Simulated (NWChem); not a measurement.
System: GeH3, doublet; SMILES [GeH3]

The following NWChem deck was run.

```
start job
memory heap 200 mb stack 900 mb global 1100 mb
geometry units angstroms noautosym nocenter noautoz
  Ge     0.000000     0.000000    -0.090979
  H     -0.509300    -1.376910    -0.562508
  H     -0.937789     1.129522    -0.562508
  H      1.447089     0.247388    -0.562508
end
basis spherical
  * library 6-31g*
end
dft
  odft
  mult 2
  xc xwpbe 0.80 cpbe96 1.0 hfexch 1.00
  cam 0.2 cam_alpha 0.2 cam_beta 0.8
  iterations 150
end
tddft
  cis
  nroots 6
end
task tddft energy
```

Excerpt of the output:

```
             Northwest Computational Chemistry Package (NWChem) 7.3.0
             --------------------------------------------------------

                             Geometry "geometry" -> ""
                             -------------------------

 Output coordinates in angstroms (scale by  1.889725989 to convert to a.u.)

  No.       Tag          Charge          X              Y              Z
 ---- ---------------- ---------- -------------- -------------- --------------
    1 Ge                  32.0000     0.00000000     0.00000000    -0.09097900
    2 H                    1.0000    -0.50930000    -1.37691000    -0.56250800
    3 H                    1.0000    -0.93778900     1.12952200    -0.56250800
    4 H                    1.0000     1.44708900     0.24738800    -0.56250800

 Effective nuclear repulsion energy (a.u.)      33.5702981760

  pbe96 is a nonlocal functional; adding pw91lda local functional.

                                 NWChem DFT Module
                                 -----------------

 Summary of "ao basis" -> "ao basis" (spherical)
 ------------------------------------------------------------------------------
       Tag                 Description            Shells   Functions and Types
 ---------------- ------------------------------  ------  ---------------------
 Ge                          6-31g*                 12       32   5s4p3d
 H                           6-31g*                  2        2   2s

            General Information
            -------------------
          SCF calculation type: DFT
          Wavefunction type:  spin polarized.
          No. of atoms     :     4
          No. of electrons :    35
           Alpha electrons :    18
            Beta electrons :    17
          Charge           :     0
          Spin multiplicity:     2
          Use of symmetry is: off; symmetry adaption is: off
          Maximum number of iterations: 150
          AO basis - number of functions:    38
                     number of shells:    18
          Convergence on energy requested:  1.00D-06
          Convergence on density requested:  1.00D-05
          Convergence on gradient requested:  5.00D-04

              XC Information
              --------------
                     Hartree-Fock (Exact) Exchange  1.000
                     LC-wPBE(h)Exchange Functional  0.800
            Perdew 1991 LDA Correlation Functional  1.000 local
           PerdewBurkeErnz. Correlation Functional  1.000 non-local

[...]

                                NWChem TDDFT Module
                                -------------------

            General Information
            -------------------
           No. of orbitals :      76
            Alpha orbitals :      38
             Beta orbitals :      38
        Alpha frozen cores :       0
         Beta frozen cores :       0
     Alpha frozen virtuals :       0
      Beta frozen virtuals :       0
         Spin multiplicity :       2
    Number of AO functions :      38
        Use of symmetry is : off
      Symmetry adaption is : off
         Schwarz screening :  0.10D-07

              XC Information
              --------------
              Hartree-Fock (Exact) Exchange   1.00
              LC-wPBE(h)Exchange Functional   0.80
     Perdew 1991 LDA Correlation Functional   1.00 local
    PerdewBurkeErnz. Correlation Functional   1.00 non-local
           Alpha           :  0.20
           Beta            :  0.80
           Gamma           :  0.20

             TDDFT Information
             -----------------
          Calculation type : Tamm-Dancoff TDDFT
         Wavefunction type : Unrestricted
          No. of electrons :      35
           Alpha electrons :      18
            Beta electrons :      17
              No. of roots :       6
          Max subspacesize :    5200
            Max iterations :     100
               Target root :       1
           Target symmetry : none
      Symmetry restriction : off
                 Algorithm : Optimal
        Davidson threshold :  0.10D-03

    6 smallest eigenvalue differences (eV)
--------------------------------------------------------
  No. Spin  Occ  Vir  Irrep   E(Occ)    E(Vir)   E(Diff)
--------------------------------------------------------
    1    2   17   18 a        -0.423    -0.034    10.581
    2    2   16   18 a        -0.423    -0.034    10.581
    3    1   18   19 a        -0.297     0.121    11.397
    4    1   18   20 a        -0.297     0.121    11.397
    5    1   18   21 a        -0.297     0.134    11.747
    6    1   18   22 a        -0.297     0.179    12.957
--------------------------------------------------------

  Entering Davidson iterations
  Unrestricted

  Iter   NTrls   NConv    DeltaV     DeltaE      Time
  ----  ------  ------  ---------  ---------  ---------
    1      6       0     0.47E-01   0.10+100        2.4
    2     12       0     0.21E-01   0.56E-02        2.3
    3     18       0     0.10E-01   0.98E-03        2.2
    4     24       0     0.34E-02   0.11E-03        2.1
    5     30       0     0.23E-02   0.31E-04        2.0
    6     36       2     0.19E-02   0.14E-04        2.3
    7     40       5     0.27E-03   0.23E-05        2.2
    8     41       6     0.89E-04   0.59E-07        1.6
  ----  ------  ------  ---------  ---------  ---------
  Convergence criterion met

  Ground state a       -2078.197067564723 a.u.
  <S2> =   0.7519

  ----------------------------------------------------------------------------
  Root   1         a              0.188909819 a.u.                5.1405 eV
  <S2> =   0.7740
  ----------------------------------------------------------------------------
     Transition Moments    X -0.04724   Y  0.16524   Z  0.00000
     Dipole Oscillator Strength                    0.0037197402
     Electric Quadrupole                           0.0000000743
     Magnetic Dipole                               0.0000012364
     Total Oscillator Strength                     0.0037210510

[...]
```

Level: LRC-wPBEh/6-31G* (spherical d), spin-unrestricted, TDA. In the optimisation the excess spin sits in a (C3, its own frame). Coordinates come from a PBE0/def2-SVP, spin-unrestricted optimisation. No stability test was run on the SCF state.
